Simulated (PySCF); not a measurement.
## Electric field gradients and quadrupole coupling constants

Species: C2H8O4Si2.
Cartesian coordinates in Å at the GFN2-xTB level; atoms count from 1:
```
atom  x, y, z in Å
O1     1.923    1.582    1.207
C2     2.223    0.551    0.672
O3     1.550   -0.042   -0.270
Si4    0.072    0.580   -0.847
O5    -0.202   -0.194   -2.231
O6     0.288    2.161   -1.154
C7    -1.277    0.101    0.376
Si8   -1.318   -1.759    0.778
H9     3.137   -0.014    0.930
H10    0.336   -0.029   -3.002
H11    0.662    2.706   -0.460
H12   -1.136    0.660    1.301
H13   -2.243    0.403   -0.022
H14   -2.411   -1.981    1.732
H15   -0.059   -2.167    1.409
H16   -1.552   -2.549   -0.430
```

Field gradients from the PBE0/pcSseg-1 density (PySCF, non-relativistic), principal values in atomic units, ordered |Vxx| ≤ |Vyy| ≤ |Vzz|:

| atom | Vxx | Vyy | Vzz |
| --- | --- | --- | --- |
| O1 | 0.6097 | 0.9841 | -1.5938 |
| O3 | -0.4853 | -0.7802 | 1.2655 |
| O5 | -0.4323 | -1.0724 | 1.5048 |
| O6 | -0.3526 | -1.0589 | 1.4115 |

Q: Find the asymmetry η = (Vxx − Vyy)/Vzz and the couplings χ = eQV/h (234.96 MHz × Q in barn × V in au), with Q(17O) = −0.0256 b.

A: 
```csv
atom,environment,nucleus,η,χzz (MHz),χxx (MHz),χyy (MHz)
O1,carbonyl oxygen,17O,0.23,9.59,-3.67,-5.92
O3,oxygen singly bound to a carbonyl carbon,17O,0.23,-7.61,2.92,4.69
O5,silanol oxygen,17O,0.43,-9.05,2.60,6.45
O6,silanol oxygen,17O,0.50,-8.49,2.12,6.37
```

The tensor is traceless: Vxx + Vyy + Vzz = 0.

Q: What is Vzz at O6 in SI units (1 au = 9.71736 × 10²¹ V/m²)?

A: 1.4115 au = 13.716 × 10²¹ V/m².

Q: And the gradient at the other heavy atoms, for which no coupling is worked out here?

A: 
```json
{"atom": "C2", "environment": "carbonyl carbon", "Vzz (au)": "0.441", "η": "0.83"}
{"atom": "Si4", "environment": "oxygen-bound silicon", "Vzz (au)": "0.479", "η": "0.90"}
{"atom": "C7", "environment": "sp3 carbon bound to silicon", "Vzz (au)": "0.038", "η": "0.73"}
{"atom": "Si8", "environment": "SiH3 silicon", "Vzz (au)": "0.178", "η": "0.33"}
```

Q: What couplings would deuterons (Q(2H) = 0.00286 b) have in place of the hydrogens, at this geometry?

A: 
```tsv
atom	bonded to	bond length (Å)	Vzz (au)	η	χzz (kHz)
H9	C2	1.105	0.2732	0.02	184
H10	O5	0.955	0.5054	0.06	340
H11	O6	0.958	0.4848	0.05	326
H12	C7	1.090	0.3179	0.01	214
H13	C7	1.088	0.3240	0.00	218
H14	Si8	1.469	0.1591	0.01	107
H15	Si8	1.466	0.1610	0.03	108
H16	Si8	1.462	0.1636	0.01	110
```

The structure is a single GFN2-xTB conformer in the gas phase; no vibrational or solvent corrections. GFN2-xTB bond lengths can be off by several hundredths of an ångström, more for odd bonds, and the gradients follow them. A larger basis could move these couplings by a tenth or more.
